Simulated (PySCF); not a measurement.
**Computed vibrations of [Nd(NH3)3]3+**

[Nd(NH3)3]3+ (singlet in the valence; each metal's 4f electrons, 3 of them, lie in its core potential, out of spins and levels). PySCF 2.14.0, RKS PBE0, Nd lcecp-1-SVP with ECP49, N def2-SVP, H def2-SVP; non-relativistic Hamiltonian with scalar-relativistic core potentials where named; density fitting; no spin-orbit coupling. Central differences of gradients.

```xyz
13

Nd    0.0000    0.0000    0.0000
N     2.4813    0.0010    0.0000
H     2.9293   -0.4679    0.8088
H     2.9293   -0.4679   -0.8088
H     2.9297    0.9351    0.0000
N    -1.2415    2.1483    0.0000
H    -1.0594    2.7708    0.8088
H    -1.0594    2.7708   -0.8088
H    -2.2747    2.0696    0.0000
N    -1.2397   -2.1494    0.0000
H    -1.8699   -2.3029    0.8088
H    -1.8699   -2.3029   -0.8088
H    -0.6550   -3.0047    0.0000
```

Run from Python with OMP_NUM_THREADS=2. Where DIIS fails, smearing, a level shift and second-order steps follow.
It took 81 s on 2 threads of Arm Neoverse V2, on a shared host.

(1) What are the harmonic wavenumbers and infrared intensities?

(2) Is this a minimum?

An lcecp potential fixes the number of 4f electrons, so in runs with it no electron can move into or out of that shell.

Answers

(1) Modes are labelled in C3h; negative numbers are unstable modes, those under 60 cm⁻¹ near the noise; a finer grid moves soft modes by up to 10 cm⁻¹.
```json
{"cm⁻¹": "-45", "km/mol": "–", "symmetry": "a''"}
{"cm⁻¹": "-42", "km/mol": "–", "symmetry": "e''"}
{"cm⁻¹": "-42", "km/mol": "–", "symmetry": "e''"}
{"cm⁻¹": "-40", "km/mol": "–", "symmetry": "a''"}
{"cm⁻¹": "84", "km/mol": "6.9", "symmetry": "e'"}
{"cm⁻¹": "84", "km/mol": "6.9", "symmetry": "e'"}
{"cm⁻¹": "342", "km/mol": "0.0", "symmetry": "a'"}
{"cm⁻¹": "356", "km/mol": "13.7", "symmetry": "e'"}
{"cm⁻¹": "356", "km/mol": "13.7", "symmetry": "e'"}
{"cm⁻¹": "632", "km/mol": "0.0", "symmetry": "a'"}
{"cm⁻¹": "644", "km/mol": "0.0", "symmetry": "e''"}
{"cm⁻¹": "644", "km/mol": "0.0", "symmetry": "e''"}
{"cm⁻¹": "657", "km/mol": "205.2", "symmetry": "a''"}
{"cm⁻¹": "673", "km/mol": "87.6", "symmetry": "e'"}
{"cm⁻¹": "673", "km/mol": "87.6", "symmetry": "e'"}
{"cm⁻¹": "1408", "km/mol": "193.2", "symmetry": "e'"}
{"cm⁻¹": "1408", "km/mol": "193.2", "symmetry": "e'"}
{"cm⁻¹": "1411", "km/mol": "0.0", "symmetry": "a'"}
{"cm⁻¹": "1608", "km/mol": "152.3", "symmetry": "a''"}
{"cm⁻¹": "1608", "km/mol": "76.8", "symmetry": "e'"}
{"cm⁻¹": "1608", "km/mol": "76.8", "symmetry": "e'"}
{"cm⁻¹": "1610", "km/mol": "0.0", "symmetry": "a'"}
{"cm⁻¹": "1610", "km/mol": "0.0", "symmetry": "e''"}
{"cm⁻¹": "1610", "km/mol": "0.0", "symmetry": "e''"}
{"cm⁻¹": "3351", "km/mol": "365.3", "symmetry": "e'"}
{"cm⁻¹": "3351", "km/mol": "365.3", "symmetry": "e'"}
{"cm⁻¹": "3360", "km/mol": "0.0", "symmetry": "a'"}
{"cm⁻¹": "3423", "km/mol": "0.0", "symmetry": "e''"}
{"cm⁻¹": "3423", "km/mol": "0.0", "symmetry": "e''"}
{"cm⁻¹": "3424", "km/mol": "488.8", "symmetry": "a''"}
{"cm⁻¹": "3429", "km/mol": "0.0", "symmetry": "a'"}
{"cm⁻¹": "3431", "km/mol": "237.6", "symmetry": "e'"}
{"cm⁻¹": "3431", "km/mol": "237.6", "symmetry": "e'"}
```

(2) Probably not: 4 unstable, though so soft as to be near the noise; the lowest moves the atoms so:
```
Nd   0.00  0.00  0.03
N    0.00  0.00 -0.08
H    0.03  0.28  0.07
H   -0.03 -0.28  0.07
H    0.00  0.00 -0.41
N    0.00  0.00 -0.08
H   -0.25 -0.11  0.07
H    0.25  0.11  0.07
H    0.00  0.00 -0.41
N    0.00  0.00 -0.08
H    0.22 -0.16  0.07
H   -0.22  0.16  0.07
H    0.00  0.00 -0.41
```
